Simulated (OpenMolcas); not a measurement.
## CH4ClGe (SMILES [CH3][GeH][Cl]): methods side by side

The species is CH4ClGe (7 atoms), meant as a doublet with charge 0. SMILES: `[CH3][GeH][Cl]`. The shape is that of a PBE0-D4/def2-TZVP optimisation.

```xyz
7

C    -0.7331    0.4384   -0.2619
Ge    0.7054   -0.8855   -0.1831
Cl    1.0170   -1.3617    1.9095
H    -0.4334    1.3145    0.3173
H    -1.6462    0.0214    0.1608
H    -0.9099    0.7294   -1.2982
H     2.0614   -0.3245   -0.6901
```

Quantity: the energy change with the C1–H5 bond stretched from 1.089 to 1.253 Å, in eV. The values are calculated.

```json
{"level": "UHF/def2-SVP", "kind": "Hartree–Fock", "program": "OpenMolcas", "value (eV)": "0.37", "less CCSD(T)/def2-SVP": "+0.07", "CPU time (all runs)": "16 s"}
{"level": "USVWN5/def2-SVP", "kind": "LDA", "program": "OpenMolcas", "value (eV)": "0.26", "less CCSD(T)/def2-SVP": "-0.04", "CPU time (all runs)": "40 s"}
{"level": "U-revPBE/def2-SVP", "kind": "GGA", "program": "OpenMolcas", "value (eV)": "0.26", "less CCSD(T)/def2-SVP": "-0.04", "CPU time (all runs)": "58 s"}
{"level": "UPBE/def2-SVP", "kind": "GGA", "program": "OpenMolcas", "value (eV)": "0.26", "less CCSD(T)/def2-SVP": "-0.04", "CPU time (all runs)": "58 s"}
{"level": "UTPSS/def2-SVP", "kind": "meta-GGA", "program": "OpenMolcas", "value (eV)": "0.28", "less CCSD(T)/def2-SVP": "-0.02", "CPU time (all runs)": "85 s"}
{"level": "UBHLYP/def2-SVP", "kind": "global hybrid", "program": "OpenMolcas", "value (eV)": "0.35", "less CCSD(T)/def2-SVP": "+0.05", "CPU time (all runs)": "65 s"}
{"level": "UM06-2X/def2-SVP", "kind": "hybrid meta-GGA", "program": "OpenMolcas", "value (eV)": "0.31", "less CCSD(T)/def2-SVP": "+0.01", "CPU time (all runs)": "86 s"}
{"level": "ROCCSD(T)/def2-SVP", "kind": "coupled cluster or CI", "program": "OpenMolcas", "value (eV)": "0.30", "less CCSD(T)/def2-SVP": "0.00", "CPU time (all runs)": "1.8 min"}
```

ROCCSD(T)/def2-SVP is the highest level here, not the true value. All-electron rows without a relativistic Hamiltonian named are non-relativistic. The first shape isn't each level's own minimum. The values span 0.26 to 0.37 eV. In the correlated wave-function rows the outer d shell of Ge is correlated, in sets not made for it. Times are those of the runs behind each value, whatever else they computed, on shared processors of several kinds: orders of magnitude only.
